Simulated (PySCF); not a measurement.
## Low-lying terms of C⁴⁺ (carbon, charge +4)

Ground state 1s2, ¹S. All numbers are calculated (PySCF 2.14, the non-relativistic Hamiltonian (point nucleus), in aug-cc-pVTZ with one added diffuse shell each of s, p, d, f type (6s5p4d3f, 62 functions)). Vertical excitation energies in eV without spin-orbit coupling; excited terms of each kind are numbered among those the solver found. Frozen: nothing.

```tsv
term	leading excitation	EOM-EE-CCSD
1 3S	1s → s	298.44
1 1S	1s → s	303.83
1 3P°	1s → p	303.96
1 1P°	1s → p	307.38
2 3S	1s → s	351.44
2 1S	1s → s	352.83
2 3P°	1s → p	353.02
1 3D	1s → d	353.67
1 1D	1s → d	353.69
2 1P°	1s → p	354.13
1 3F°	1s → f	370.11
1 1F°	1s → f	370.11
2 3D	1s → d	370.23
2 1D	1s → d	370.24
```

Doubly excited terms such as np² are absent. The solver can miss terms.
